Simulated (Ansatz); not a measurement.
Cu₅Te. Charge 0, multiplicity 2. Geometry PBE-D4/def2-SVP.

```csv
atom,x (Å),y (Å),z (Å)
Cu1,0.569,1.370,0.834
Cu2,1.283,-0.925,0.529
Cu3,-0.410,-2.523,0.828
Cu4,0.807,0.511,-1.367
Cu5,-1.024,-0.401,0.048
Te6,-1.225,1.967,-0.872
```

In the def2 sets Te takes a core potential; there is no spin–orbit coupling. Another isomer (doublet) lies 0.24 eV lower at PBE0-D4/def2-SVP; other spin states weren't run for this one.

(1) Estimate the α-spin orbital energies around the gap (eV) in Ansatz with HF/def2-SVP, PBE-D4/def2-SVP, r2SCAN-D4/def2-SVP, B97M-V/def2-SVP, PBE0-D4/def2-SVP.

Answers

(1) 
```tsv
orbital	HF/def2-SVP	PBE-D4/def2-SVP	r2SCAN-D4/def2-SVP	B97M-V/def2-SVP	PBE0-D4/def2-SVP
HOMO−9	-13.07	-5.34	-5.44	-5.61	-7.18
HOMO−8	-13.01	-5.30	-5.41	-5.53	-7.10
HOMO−7	-12.91	-5.14	-5.23	-5.37	-7.03
HOMO−6	-12.88	-5.10	-5.21	-5.37	-6.98
HOMO−5	-12.57	-5.06	-5.17	-5.32	-6.96
HOMO−4	-10.60	-5.02	-5.14	-5.28	-6.83
HOMO−3	-7.94	-4.92	-4.99	-5.15	-6.09
HOMO−2	-7.57	-4.82	-4.88	-5.02	-5.87
HOMO−1	-7.32	-4.80	-4.86	-5.02	-5.79
HOMO	-5.86	-4.04	-4.14	-4.11	-4.63
LUMO	0.23	-2.99	-2.85	-3.04	-2.22
LUMO+1	0.74	-2.39	-2.22	-2.42	-1.62
LUMO+2	0.93	-2.07	-1.88	-2.14	-1.32
LUMO+3	2.00	-0.86	-0.60	-0.93	-0.12
LUMO+4	3.05	-0.20	0.03	-0.10	0.74
LUMO+5	4.00	-0.15	0.07	-0.05	0.85
β HOMO	-6.98	-4.75	-4.79	-4.92	-5.66
β LUMO	-0.03	-3.68	-3.48	-3.69	-2.90
```
